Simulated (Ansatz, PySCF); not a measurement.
C₄H₁₀OSi, SMILES C=C([SiH2]O)CC. Atoms are numbered in the order given.

```xyz
16

C      0.2790     0.6437     1.4285
C      0.3210     0.0360     0.2321
C      1.5971    -0.4271    -0.4404
C      2.8968    -0.1755     0.3194
Si    -1.2987    -0.2711    -0.6741
O     -2.5885     0.4443     0.1161
H      1.1762     0.8580     2.0186
H     -0.6746     0.9464     1.8723
H      1.6547     0.0478    -1.4383
H      1.5013    -1.5087    -0.6559
H      3.7603    -0.5493    -0.2521
H      3.0552     0.8995     0.5008
H      2.8966    -0.6831     1.2971
H     -1.1625     0.2414    -2.0750
H     -1.6140    -1.7240    -0.7281
H     -2.6039     1.4083     0.1281
```

The structure is a stationary point at B3LYP-D3(BJ)/def2-SVP. The structure was generated by enumeration, and PubChem lists no compound with its InChIKey, so it may never have been made. One conformer was computed; it need not be the lowest.

Two levels are set side by side: PBE-D3(BJ)/def2-SVP (Ansatz, a first-principles code) and B3LYP-D3(BJ)/def2-SVP (Ansatz). Each level has its own optimised geometry; the coordinates shown are those of the second. Frequencies come from the Hessian of PySCF at each geometry. Differences are taken from unrounded values.

```tsv
quantity	B3LYP-D3(BJ)	PBE-D3(BJ)	PBE-D3(BJ) minus B3LYP-D3(BJ)
mean bond length (Å)	1.306	1.315	0.008
bond C1–C2 (Å)	1.343	1.351	0.009
bond C2–C3 (Å)	1.515	1.515	0.000
bond C2–Si5 (Å)	1.881	1.888	0.007
bond C3–C4 (Å)	1.526	1.528	0.001
bond Si5–O6 (Å)	1.673	1.687	0.014
bond C1–H7 (Å)	1.095	1.104	0.009
bond C1–H8 (Å)	1.094	1.103	0.008
bond C3–H9 (Å)	1.107	1.115	0.008
bond C3–H10 (Å)	1.107	1.115	0.008
bond C4–H11 (Å)	1.101	1.108	0.007
bond C4–H12 (Å)	1.102	1.109	0.008
bond C4–H13 (Å)	1.102	1.109	0.008
bond Si5–H14 (Å)	1.498	1.513	0.015
bond Si5–H15 (Å)	1.488	1.501	0.014
bond O6–H16 (Å)	0.964	0.973	0.009
highest harmonic wavenumber (cm⁻¹)	3875	3764	-111
mean harmonic wavenumber (cm⁻¹)	1358	1320	-38
zero-point energy (kcal/mol)	81.54	79.28	-2.26
```

GGA bonds tend to be longer and softer than those of functionals with exact exchange. Differences between two approximate levels are no errors against the true value.
